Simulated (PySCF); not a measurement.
C2H7NSi2

The system: C2H7NSi2, a small molecule; neutral, singlet. The structure, one conformer, was relaxed in the gas phase by PBE0-D3(BJ)/def2-SVP. No frequency run checks that it is a minimum.

SMILES: C#CN([SiH3])[SiH3]

```xyz
12

Si    0.967   -0.576    1.339
N     0.019   -0.002   -0.044
Si    0.163   -0.527   -1.730
C    -0.957    0.887    0.228
C    -1.839    1.686    0.471
H     2.015   -1.481    0.789
H     1.588    0.586    2.037
H     0.093   -1.313    2.297
H     1.344   -1.433   -1.793
H    -1.069   -1.253   -2.155
H     0.361    0.660   -2.609
H    -2.619    2.390    0.687
```
(Å; atoms numbered from 1)

Shieldings: GIAO PBE0/pcSseg-2. Shifts are against computed references at the same level: C TMS (σ 184.1 ppm), H TMS (σ 31.24 ppm), Si TMS (σ 341.3 ppm). Core levels by delta-SCF with SCAN, pcX-2 on the ionised atom and pcseg-1 elsewhere, spin-free X2C (2p3/2 is the spin-free 2p value less a third of a first-order spin-orbit splitting); from the vacuum level, for chosen atoms.

(1) Give the NMR and core-level values of the distinct atoms.

(2) By CAM-B3LYP/def2-SVPD (TDDFT singlets, Tamm-Dancoff triplets, ionisation by delta-SCF), where does absorption start, and what does vertical ionisation take?

Results:

(1) 
| atoms | bonded to | σ (ppm) | δ (ppm) | core level (eV) |
| --- | --- | --- | --- | --- |
| Si1 Si3 | 1 N + 3 H | 378.6 | -37.3 | 2p3/2 107.44 |
| N2 | 1 C + 2 Si | 246.3 | - | 1s 405.20 |
| C4 | 1 C + 1 N | 96.3 | 87.8 | - |
| C5 | 1 C + 1 H | 137.4 | 46.7 | 1s 289.71 |
| H6 H7 H8 | 1 Si | 26.45 | 4.79 | - |
| H9 H10 H11 | 1 Si | 26.45 | 4.79 | - |
| H12 | 1 C | 29.76 | 1.48 | - |

Values are those of this one static structure, with the three H of a rotating XH3 group averaged; atoms that internal rotation interchanges would show their mean in an NMR spectrum.

The core-hole state of C5 is spin-contaminated (⟨S²⟩ 0.81 against 0.75 for a pure doublet), so that value and differences from it are less sure.

Core levels of C4 are left out, their hole states being strongly spin-contaminated.

(2) The lowest singlet lies at 5.59 eV (f 0.003), the strongest of the first 6 at 6.28 eV (f 0.027), the lowest triplet at 5.25 eV; vertical ionisation takes 8.69 eV.
